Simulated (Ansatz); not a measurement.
H₄O₄P (SMILES O=P(O)(O)[OH2+]), charge +1, singlet, at a GFN2-xTB geometry; PBE0/3-21G in Ansatz (an electronic-structure program).

Ansatz was given this input:
Ansatz 0.2 input:
```yaml
crystal:
  periodic: [false, false, false]
  atoms:
    - {symbol: O, position_ang: [0.35340302, 1.40601937, -0.68702545]}
    - {symbol: P, position_ang: [-0.14892471, 0.22206164, -0.05069727]}
    - {symbol: O, position_ang: [-0.43612894, 0.14285940, 1.46560672]}
    - {symbol: O, position_ang: [-1.14891758, -0.74359101, -0.70983484]}
    - {symbol: O, position_ang: [1.29229882, -0.97642049, -0.05329354]}
    - {symbol: H, position_ang: [-0.39084752, 0.98346028, 1.92529065]}
    - {symbol: H, position_ang: [-1.32370569, -0.58065029, -1.63908503]}
    - {symbol: H, position_ang: [2.17992160, -0.58838213, -0.15370842]}
    - {symbol: H, position_ang: [1.28325968, -1.77629082, 0.50433873]}
basis:
  gaussian:
    orbitals: 3-21G.json
hamiltonian:
  xc: pbe0
total_charge: 1
```
The basis file holds 3-21G in the JSON format of the Basis Set Exchange.

**Question.** Predict the main parts of the log of this Ansatz run.

**Answer.** 
```
Functional definition: PBE0
547 factors; integrals over basis functions are off by at most 5.2e-4 eV
mean field evaluation 1: about -17413.6760 eV, gradient 9.6e1 eV
mean field evaluation 2: about -17402.1040 eV, gradient 1.2e2 eV
mean field evaluation 4: about -17427.8613 eV, gradient 3.9e0 eV
mean field evaluation 8: about -17428.0204 eV, gradient 6.7e-1 eV
mean field evaluation 16: about -17428.0212 eV, gradient 8.1e-5 eV
mean field -17428.02120329 eV, -640.4679660838 hartree, gradient 8.1e-5 eV, S^2 0.000000; 0 other end points of the search recorded, 0 dependent functions left out
reference -17428.02121853 eV, -640.4679666438 hartree; 25, 25 occupied and 32, 32 virtual orbitals, 547 factors
Total energy: -17428.02121853 eV, -640.4679666438 hartree
```
